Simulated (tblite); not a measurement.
Species: C7H6N3 (doublet state).
Numbering: `[H]/[C:1]=[CH:2]\[N:3]=[CH:4]/[c:5]1[cH:6][n:7][cH:8][cH:9][n:10]1` (hydrogens: H11 on C1; H12 on C2; H13 on C4; H14 on C6; H15 on C8; H16 on C9)

Cartesian coordinates in Å at the GFN2-xTB level; atoms count from 1:
```xyz
16
C7H6N3 angstrom
C      2.2796    1.5351   -0.2446
C      2.4052    0.6132   -1.1651
N      2.1068   -0.7218   -0.9794
C      1.1086   -1.2603   -0.4178
C     -0.1398   -0.6500    0.0273
C     -1.2979   -1.4284    0.1853
N     -2.4367   -0.9066    0.5909
C     -2.4646    0.3995    0.8231
C     -1.3370    1.1887    0.6325
N     -0.1873    0.6625    0.2561
H      1.9658    1.5483    0.7750
H      2.8839    0.7966   -2.1195
H      1.1514   -2.3423   -0.3212
H     -1.2987   -2.4899   -0.0235
H     -3.4029    0.8073    1.1702
H     -1.3442    2.2571    0.7993
```

Computed values, GFN2-xTB/tblite, gas phase, harmonic and unscaled. The method is semi-empirical: single wavenumbers can be off by several per cent or more. One conformer, not necessarily the lowest. Open shells enter through the occupations alone, without spin polarisation, and single modes of such species can be off by tens of per cent.

Harmonic wavenumbers (cm⁻¹): 32.6, 103.4, 118.4, 172.5, 223.3, 305.6, 341.9, 388.5, 465.7, 532.4, 596.0, 607.9, 671.5, 723.1, 759.0, 796.9, 840.5, 866.3, 892.3, 893.9, 904.4, 1007.4, 1022.4, 1099.7, 1159.6, 1199.6, 1238.1, 1241.3, 1250.0, 1313.0, 1356.8, 1419.7, 1508.6, 1540.6, 1569.5, 1663.4, 2992.1, 3015.8, 3057.6, 3063.0, 3077.2, 3174.9.

A = 3328, B = 1021, C = 797.7 MHz; mass 132.056 u (most abundant isotopes); point group C1, symmetry number 1; spin multiplicity 2.

Zero-point energy?

½Σν̃ = 24603 cm⁻¹ = 70.34 kcal/mol.

Entropy at 273.15 K, 1 bar (ideal gas, RRHO, classical rotation)?

Translation 40.14, rotation 28.90, vibration 22.44, spin (R ln 2) 1.38: S = 92.9 cal/(mol K).

And Cp and H(273.15 K) − H(0)?

Cp = 32.62 cal/(mol K), of which vibrations give 24.67 (their classical limit is 42 R = 83.5); H(273.15 K) − H(0) = 5.42 kcal/mol without the zero-point energy, 3.25 from vibrations.

How do the functions run with temperature in this model?

| T (K) | S (cal/(mol K)) | Cp (cal/(mol K)) | H − H(0) (kcal/mol) | G − H(0) (kcal/mol) | ln q(vib) |
| --- | --- | --- | --- | --- | --- |
| 100 | 69.7 | 16.6 | 1.21 | -5.76 | 1.59 |
| 200 | 83.9 | 25.4 | 3.30 | -13.48 | 3.72 |
| 300 | 96.0 | 35.3 | 6.33 | -22.48 | 5.90 |
| 500 | 118.2 | 51.9 | 15.15 | -43.95 | 10.38 |
| 800 | 146.2 | 66.6 | 33.17 | -83.76 | 16.95 |
| 1000 | 161.7 | 72.4 | 47.10 | -114.58 | 21.03 |

q(vib) and H(0) count from the zero-point level.

What must be added to the electronic energy to get the Gibbs energy at 273.15 K and 1 bar?

ZPE + [H(273.15 K) − H(0)] − T·S = 70.34 + 5.42 − 25.36 = 50.40 kcal/mol.

Which modes carry the vibrational entropy at 273.15 K?

32.6 cm⁻¹: 5.49; 103.4 cm⁻¹: 3.22; 118.4 cm⁻¹: 2.96; 172.5 cm⁻¹: 2.24; 223.3 cm⁻¹: 1.78; 305.6 cm⁻¹: 1.24 cal/(mol K); the other 36 give 5.51 together.

Hindered rotation and anharmonicity are outside this model. Other conformers, if any are populated, would add a mixing term that is left out. The structure is chiral; the term R ln 2 for an equal mix with its mirror image is left out.
